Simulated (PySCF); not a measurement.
**Energy of Cr⁻ (chromium, charge -1) between two integer charges**

The 4s beta orbital of [Ar] 3d5 4s2 is emptied in steps (occupation f), with all orbitals relaxed, ending at [Ar] 3d5 4s1. Computed with PySCF 2.14 in aug-cc-pVTZ, with no relativity, point nucleus. The exact energy is a straight line in f; departures are measured from the line between the end points of the same method.

| f | BHandHLYP (eV) | HSE06 (eV) |
| --- | --- | --- |
| 1 | 0.000 | 0.000 |
| 0.8 | -0.143 | -0.229 |
| 0.6 | -0.221 | -0.347 |
| 0.4 | -0.227 | -0.346 |
| 0.2 | -0.155 | -0.224 |
| 0 | 0.000 | 0.000 |

**Question.** For BHandHLYP, how does the orbital energy at f = 1 compare with the removal energy?

**Answer.** −ε = -0.394 eV against a total-energy difference of 0.470 eV. By Janak's theorem ε = ∂E/∂f, so the gap between them reflects the curvature. Along the path −ε is -0.088 (f = 0.8), 0.253 (f = 0.6), 0.629 (f = 0.4), 1.041 (f = 0.2) eV.

```tsv
method	E(f=0) − E(f=1) (eV)	−ε at f=1 (eV)	−ε at f=0.4 (eV)
BHandHLYP	0.470	-0.394	0.629
HSE06	0.307	-1.103	0.617
```

As f goes to zero the orbital energy of a semilocal functional can turn back, because the density of that orbital vanishes from the exchange-correlation potential.

At f = 1 the orbital energy is positive for BHandHLYP, HSE06: only the finite basis holds the electron.

Reference removal energy between the ground levels: 0.676 eV (measured; photodetachment measurements, as compiled on the Wikipedia data page of electron affinities).
